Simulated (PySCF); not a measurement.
All of these have the formula C3H9GeNSi. Computed with TDDFT wB97X-D/def2-SVPD, vertical, gas phase, core orbitals frozen in the response in PySCF. Geometries: PBE0-D3(BJ)/def2-SVP; one conformer of each isolated species. Triplets are in the Tamm–Dancoff approximation. Relativistic effects are left out although some hold elements past zinc.

A. `C#C[Si@@H](C)[NH][GeH3]`
B. `CC#[C][GeH2][NH][SiH3]`
C. `C[SiH2][CH2][GeH2][C]#N`
D. `C[Si@H](N)C#[C][GeH3]`

Lowest singlet levels (six at most, fewer where fewer were computed) with oscillator strengths:

1. 7.18 eV (f 0.001); 7.48 eV (f 0.008); 7.50 eV (f 0.011); 8.06 eV (f 0.052); 8.24 eV (f 0.018); 8.33 eV (f 0.039); T1 6.00 eV
2. 5.62 eV (f 0.000); 5.87 eV (f 0.002); 5.89 eV (f 0.001); 6.68 eV (f 0.126); 7.19 eV (f 0.007); 7.43 eV (f 0.002); T1 4.71 eV
3. 5.93 eV (f 0.001); 6.05 eV (f 0.005); 6.26 eV (f 0.003); 6.34 eV (f 0.001); 6.96 eV (f 0.015); 7.27 eV (f 0.022); T1 5.05 eV
4. 6.01 eV (f 0.000); 6.19 eV (f 0.012); 6.27 eV (f 0.000); 6.42 eV (f 0.015); 7.03 eV (f 0.008); 7.29 eV (f 0.026); T1 5.00 eV

Question: Match each spectrum to its molecule.

Answer: 1 = C, 2 = D, 3 = B, 4 = A.
- A: S1 at 6.01 eV, HOMO-1→LUMO (38%), HOMO-2→LUMO+1 (15%), HOMO-1→LUMO+3 (14%); Löwdin shares by element: HOMO nitrogen 55%, germanium 10%, carbon 7% or more, hydrogen 6% or more (atoms not listed hold the other 21%); LUMO carbon 30% or more, germanium 17%, silicon 15% (atoms not listed hold the other 37%); HOMO -9.19 and LUMO 1.56 eV.
- B: S1 at 5.93 eV, HOMO-1→LUMO (36%), HOMO→LUMO (27%), HOMO-1→LUMO+5 (11%); Löwdin shares by element: HOMO nitrogen 52%, silicon 12%, germanium 9%, hydrogen 8% or more (atoms not listed hold the other 20%); LUMO germanium 25%, carbon 22% or more, silicon 12% (atoms not listed hold the other 41%); HOMO -9.06 and LUMO 1.44 eV.
- C: S1 at 7.18 eV, HOMO-4→LUMO+1 (20%), HOMO-3→LUMO (19%), HOMO→LUMO+1 (16%); Löwdin shares by element: HOMO carbon 24% or more, silicon 18%, hydrogen 16% or more, germanium 14% (atoms not listed hold the other 29%); LUMO germanium 27%, carbon 25% or more, nitrogen 15% (atoms not listed hold the other 34%); HOMO -10.71 and LUMO 1.28 eV.
- D: S1 at 5.62 eV, HOMO-1→LUMO (56%), HOMO→LUMO+1 (13%), HOMO-2→LUMO+1 (10%); Löwdin shares by element: HOMO nitrogen 47%, carbon 35% or more, hydrogen 4% or more; LUMO carbon 48% or more, silicon 15%, germanium 13% (atoms not listed hold the other 25%); HOMO -9.40 and LUMO 1.36 eV.
A and B have S1 within 0.09 eV of each other; their strongest listed levels stand at 7.29 eV (f 0.026) and 7.27 eV (f 0.022).
